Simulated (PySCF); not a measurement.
Compound: CrF2 (quintet state).
Structure used (PBE0-D3(BJ)/def2-SVP), in Å, numbered top down from 1:
```xyz
3
CrF2 angstrom
Cr     0.3866   -0.2922   -0.0216
F     -0.1528    0.0791    1.5999
F     -0.2502    0.1158   -1.5982
```

Computed with PBE0-D3(BJ)/def2-SVP geometry optimisation, gas phase (PySCF).

Task: Which atoms are bound to Cr1, and at what distances?

Result: 2 atoms: F3 1.749 Å, F2 1.749 Å.

Task: What is the shape at Cr1?

Result: Bent: angle 132.4°.

Task: What are the rotational constants (commonest isotopes, rigid rotor)?

Result: A = 46229, B = 5196, C = 4671 MHz: a near-prolate asymmetric top.

Point group: C2v (every atom within 0.08 Å of its image). Charge 0, quintet. ⟨S²⟩ = 6.022 (exact for a quintet: 6.00). No PBE0-D3(BJ)/def2-SVP frequencies stand behind this structure, so it isn't proved a minimum.

The run took 22 s of wall time on one thread of an Intel Xeon 6975P-C, no GPU, shared host, and the process peaked at 0.26 GiB of memory. That covers the optimisation of the geometry.
